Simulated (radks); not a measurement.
Values are calculated unless marked as measured or tabulated.
Species: the hafnium ion Hf4+. Configuration: [Kr] 4d10 4f14 5s2 5p4 6s2 (not the ground configuration).

Code: a radial shooting solver on a logarithmic mesh with Libxc functionals. Model: Dirac Kohn-Sham, LDA (Slater exchange, Perdew-Wang correlation), spin-unpolarised, spherical densities, finite nucleus; open shells are shared between the two j in proportion to 2j + 1; Fermi nuclear charge, rms radius 5.347 fm.

Energy parts (hartree):
total: -15080.4848
kinetic: 16858.5147
electron-nucleus: -37424.9704
Hartree: 5784.6023
exchange-correlation: -298.6314

Orbitals (lengths in bohr, moments of r in powers of bohr; <r^-3> diverges for s and p1/2; r(max) is where P^2 peaks; r(90%) holds 90 % of the orbital's charge):
[
 {"orbital": "1s1/2", "occ.": "2", "eigenvalue (hartree)": "-2395.281", "r(90%)": "0.0345", "<r>": "0.01900", "<r^-3>": "-", "r(max)": "0.01191"},
 {"orbital": "2s1/2", "occ.": "2", "eigenvalue (hartree)": "-411.1425", "r(90%)": "0.125", "<r>": "0.07983", "<r^-3>": "-", "r(max)": "0.06831"},
 {"orbital": "2p1/2", "occ.": "2", "eigenvalue (hartree)": "-392.9910", "r(90%)": "0.110", "<r>": "0.06614", "<r^-3>": "-", "r(max)": "0.05092"},
 {"orbital": "2p3/2", "occ.": "4", "eigenvalue (hartree)": "-349.2385", "r(90%)": "0.120", "<r>": "0.07386", "<r^-3>": "14840", "r(max)": "0.05755"},
 {"orbital": "3s1/2", "occ.": "2", "eigenvalue (hartree)": "-95.20208", "r(90%)": "0.306", "<r>": "0.2084", "<r^-3>": "-", "r(max)": "0.1926"},
 {"orbital": "3p1/2", "occ.": "2", "eigenvalue (hartree)": "-87.11498", "r(90%)": "0.298", "<r>": "0.1982", "<r^-3>": "-", "r(max)": "0.1804"},
 {"orbital": "3p3/2", "occ.": "4", "eigenvalue (hartree)": "-77.74027", "r(90%)": "0.318", "<r>": "0.2126", "<r^-3>": "3316", "r(max)": "0.1942"},
 {"orbital": "3d3/2", "occ.": "4", "eigenvalue (hartree)": "-63.96790", "r(90%)": "0.290", "<r>": "0.1864", "<r^-3>": "571.2", "r(max)": "0.1523"},
 {"orbital": "3d5/2", "occ.": "6", "eigenvalue (hartree)": "-61.92081", "r(90%)": "0.296", "<r>": "0.1908", "<r^-3>": "490.4", "r(max)": "0.1561"},
 {"orbital": "4s1/2", "occ.": "2", "eigenvalue (hartree)": "-20.76447", "r(90%)": "0.674", "<r>": "0.4686", "<r^-3>": "-", "r(max)": "0.4380"},
 {"orbital": "4p1/2", "occ.": "2", "eigenvalue (hartree)": "-17.44844", "r(90%)": "0.692", "<r>": "0.4748", "<r^-3>": "-", "r(max)": "0.4383"},
 {"orbital": "4p3/2", "occ.": "4", "eigenvalue (hartree)": "-15.29735", "r(90%)": "0.740", "<r>": "0.5080", "<r^-3>": "760.2", "r(max)": "0.4676"},
 {"orbital": "4d3/2", "occ.": "4", "eigenvalue (hartree)": "-9.82790", "r(90%)": "0.795", "<r>": "0.5288", "<r^-3>": "113.6", "r(max)": "0.4660"},
 {"orbital": "4d5/2", "occ.": "6", "eigenvalue (hartree)": "-9.43396", "r(90%)": "0.812", "<r>": "0.5404", "<r^-3>": "95.52", "r(max)": "0.4754"},
 {"orbital": "5s1/2", "occ.": "2", "eigenvalue (hartree)": "-4.40549", "r(90%)": "1.58", "<r>": "1.106", "<r^-3>": "-", "r(max)": "1.006"},
 {"orbital": "5p1/2", "occ.": "1.33333", "eigenvalue (hartree)": "-3.41957", "r(90%)": "1.75", "<r>": "1.207", "<r^-3>": "-", "r(max)": "1.078"},
 {"orbital": "5p3/2", "occ.": "2.66667", "eigenvalue (hartree)": "-3.09230", "r(90%)": "1.87", "<r>": "1.294", "<r^-3>": "115.3", "r(max)": "1.156"},
 {"orbital": "4f5/2", "occ.": "6", "eigenvalue (hartree)": "-2.66454", "r(90%)": "1.09", "<r>": "0.6522", "<r^-3>": "16.32", "r(max)": "0.4510"},
 {"orbital": "4f7/2", "occ.": "8", "eigenvalue (hartree)": "-2.59900", "r(90%)": "1.11", "<r>": "0.6623", "<r^-3>": "15.57", "r(max)": "0.4563"},
 {"orbital": "6s1/2", "occ.": "2", "eigenvalue (hartree)": "-1.47875", "r(90%)": "3.46", "<r>": "2.462", "<r^-3>": "-", "r(max)": "2.314"}
]

The highest occupied level is 6s1/2 at -40.239 eV. Summed over all electrons, <r^2> = 37.45 bohr^2, which gives a Langevin (diamagnetic) susceptibility term of -29.7 x 10^-6 cm^3/mol. The density falls to 0.001 e/bohr^3 at r = 3.87 bohr.
